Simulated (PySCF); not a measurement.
## Ionisation energy of Nd⁵⁹⁺ by level of theory

Nd⁵⁹⁺ 1s1 (2S) → Nd⁶⁰⁺ (bare nucleus), as a difference of total energies. All numbers are calculated (PySCF 2.14, no relativity, point nucleus, in an even-tempered Gaussian basis (15 s from 140 bohr⁻², ratio 2.2; 7 p from 210 bohr⁻², ratio 2.4; 4 d from 640 bohr⁻², ratio 2.4; 3 f from 960 bohr⁻², ratio 2.4; 3 g from 1400 bohr⁻², ratio 2.4)). The calculations carry no spin-orbit coupling.

```
method  ionisation energy (eV)
   UHF                 48980.5
   LDA                 48910.0
   PBE                 48969.9
  PBE0                 48972.6
r2SCAN                 48980.5
 B3LYP                 48972.0
  BP86                 48977.8
```

The gap to the reference is mostly relativistic.

For comparison: 51515.8 eV (theoretical estimate listed by NIST; NIST Atomic Spectra Database, ionization energies).
